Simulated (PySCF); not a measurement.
## Shapes and spin states of PdH4

Level of theory: PBE0/[Pd def2-TZVP with ECP28, H def2-TZVP], scalar-relativistic core potentials, density fitting, no spin–orbit coupling, PySCF.

Relaxations began from a few typed shapes and spin states; open shells are unrestricted. The search is not exhaustive: other isomers or separated fragments can lie lower, and high-lying points may rest on an excited occupation.

| spin | group | bonds | angles | imaginary modes (cm⁻¹) | ΔE (kJ/mol) | ΔE with ZPE (kJ/mol) |
| --- | --- | --- | --- | --- | --- | --- |
| singlet | D2 | H–H 0.836 Å (×2), Pd–H 1.716 Å (×4) | H–H–Pd 75.9° (×4), H–Pd–H 28.2° (×2), H–Pd–H 160.0° (×2), H–Pd–H 160.3° (×2) | none | 0.0 | 0.0 |
| singlet | C2v | H–H 0.832 Å (×2), Pd–H 1.722 Å (×2), Pd–H 1.735 Å (×2) | H–H–Pd 75.2° (×2), H–H–Pd 76.9° (×2), H–Pd–H 27.8° (×2), H–Pd–H 126.8°, H–Pd–H 154.6° (×2) | 375i | 8.7 | – |
| singlet | C2v | Pd–H 1.477 Å (×2), Pd–H 1.633 Å (×2) | H–Pd–H 73.9°, H–Pd–H 86.9° (×4), H–Pd–H 172.3° | 625i | 196.4 | – |
| triplet | Cs | H–H 0.786 Å, Pd–H 1.618 Å (×2), Pd–H 1.889 Å, Pd–H 1.933 Å | H–H–Pd 75.0°, H–H–Pd 81.3°, H–Pd–H 23.7°, H–Pd–H 91.3° (×2), H–Pd–H 101.6° (×2) | 1 found | 230.7 | – |
| triplet | C2v | H–H 0.774 Å, Pd–H 1.616 Å (×2), Pd–H 2.044 Å (×2) | H–H–Pd 79.1° (×2), H–Pd–H 21.8°, H–Pd–H 113.6° (×4), H–Pd–H 131.8° | 1 found | 242.3 | – |
| triplet | D2h | H–H 0.971 Å (×2), Pd–H 1.696 Å (×4) | H–H–Pd 73.4° (×4), H–Pd–H 33.3° (×2), H–Pd–H 146.7° (×2), H–Pd–H 180.0° (×2) | none | 294.9 | 284.6 |
| triplet | C4v | Pd–H 1.581 Å (×4) | H–Pd–H 77.8° (×4), H–Pd–H 125.2° (×2) | none | 299.5 | 282.4 |
| triplet | D2d | Pd–H 1.592 Å (×4) | H–Pd–H 96.9° (×4), H–Pd–H 139.5° (×2) | 383i, 383i | 349.4 | – |

The lowest minimum found is the singlet D2: H–H 0.836 Å (×2), Pd–H 1.716 Å (×4); H–H–Pd 75.9° (×4), H–Pd–H 28.2° (×2), H–Pd–H 160.0° (×2), H–Pd–H 160.3° (×2).

Starts that fell apart ended at 609 kJ/mol on the same scale (coarser grid).
